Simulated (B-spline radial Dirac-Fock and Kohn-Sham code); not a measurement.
# Binding energies of Zr at several levels of theory

System: the free zirconium atom, [Kr] 4d4 (not the ground configuration).

The density-functional columns are spherical, spin-unpolarised Dirac-Kohn-Sham results without Breit or QED terms: −ε is minus the orbital energy of the initial state and ΔSCF the difference of two total energies. The reference in the last column comes from relaxed Dirac-Fock hole states (ΔSCF) with Breit and QED corrections and a finite nucleus. All numbers are from a radial finite-basis atomic code, in eV; a selection of levels is shown. The Kohn-Sham columns are given as differences from the reference. For the 1s level of heavy atoms much of the gap between ΔSCF and the reference is the Breit and QED part, -46.4 eV here; for other levels the error of the functional can be larger.

| level | LDA −ε − DF | LDA ΔSCF − DF | Dirac-Fock |
| --- | --- | --- | --- |
| 1s | -212.9 | +41.0 | 18000.2 |
| 2s | -79.0 | -38.5 | 2540.5 |
| 2p1/2 | -56.2 | -5.4 | 2310.9 |
| 2p3/2 | -57.4 | -8.7 | 2226.4 |
| 3s | -36.7 | -24.0 | 436.5 |
| 3p1/2 | -27.6 | -14.8 | 350.3 |
| 3p3/2 | -27.4 | -14.9 | 336.5 |
| 3d3/2 | -12.2 | +0.9 | 184.9 |
| 3d5/2 | -12.3 | +0.7 | 182.5 |
| 4s | -8.4 | -3.7 | 59.47 |
| 4p1/2 | -4.0 | +0.4 | 34.43 |
| 4p3/2 | -4.0 | +0.3 | 32.73 |
| 4d | -1.2 | +1.9 | 2.87 |

Values without a named source are computed, but for edge energies of neutral atoms, which are taken from tables.
